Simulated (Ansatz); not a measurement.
A run for Ansatz (a quantum-chemistry and plane-wave program): R-wB97X-V/def2-TZVPPD on CH3I (SMILES CI). Elements past Kr take the def2 small-core potentials; no spin–orbit coupling. Files ending in .json are basis or fitting sets from the Basis Set Exchange.

Ansatz 0.2 input:
```yaml
crystal:
  periodic: [false, false, false]
  atoms:
    - {symbol: C, position_ang: [-1.92127765, 0.35523479, 3.33690883]}
    - {symbol: I, position_ang: [-0.27238339, -0.95017105, 3.80882752]}
    - {symbol: H, position_ang: [-2.50357481, -0.12974691, 2.56225104]}
    - {symbol: H, position_ang: [-2.49789993, 0.49074389, 4.24442621]}
    - {symbol: H, position_ang: [-1.50046254, 1.29077138, 2.98747393]}
basis:
  gaussian:
    orbitals: def2-TZVPPD.json
hamiltonian:
  xc: {name: wB97X-V}
scf: {lower_state_search: off}
```

The log:

```
WARN ansatz: RAYON_NUM_THREADS=2 ignored (pool sized by the plan → 2); use --threads N
Functional definition: wB97X-V
these checks for a lower state are left out or cut short: stability, starts, cluster_reference, orbital_swaps, neighbouring_geometries, increment
integrals: 0.07 GiB planned
794 factors; their error is unknown
integrals: 0.10 GiB planned
238 factors; integrals over basis functions are off by at most 3.8e-5 eV
mean field: 0.67 GiB planned
mean field evaluation 1: about -9185.5739 eV, gradient 2.2e1 eV
mean field evaluation 2: about -9186.0341 eV, gradient 1.6e1 eV
mean field evaluation 4: about -9186.6590 eV, gradient 8.6e-1 eV
mean field evaluation 8: about -9186.8063 eV, gradient 6.3e-1 eV
mean field evaluation 16: about -9186.8067 eV, gradient 6.2e-5 eV
mean field -9186.80672035 eV, -337.6089199318 hartree, gradient 2.5e-6 eV, S^2 0.000000; 0 other end points of the search recorded, 0 dependent functions left out
reference -9186.80671854 eV, -337.6089198652 hartree; 17, 17 occupied and 130, 130 virtual orbitals, 794 factors
Total energy: -9186.80671854 eV, -337.6089198652 hartree
Checks for a lower state left out: stability, starts, cluster_reference, orbital_swaps, neighbouring_geometries, increment
```

Self-consistency was reached.

Cost: around 4 core-seconds (rough).
